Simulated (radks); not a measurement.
All-electron atom: neutral beryllium in [He] 2s2.

Method: Dirac Kohn-Sham, LDA (Slater exchange, Perdew-Wang correlation), spin-unpolarised, spherical densities, point nucleus; computed with a radial shooting solver on a logarithmic mesh with Libxc functionals.

Energy parts (hartree):
part                     energy
total                 -14.44930
kinetic                14.31726
electron-nucleus      -33.36853
Hartree                 7.11667
exchange-correlation   -2.51470

Orbitals (lengths in bohr, moments of r in powers of bohr; r(90%) holds 90 % of the orbital's charge):
orbital	occ.	eigenvalue (hartree)	<r^4>	r(90%)
1s1/2	2	-3.85668	0.1645	0.767
2s1/2	2	-0.20580	130.3	4.17

The highest occupied level is 2s1/2 at -5.600 eV. Summed over all electrons, <r^2> = 17.00 bohr^2, which gives a Langevin (diamagnetic) susceptibility term of -13.5 x 10^-6 cm^3/mol.
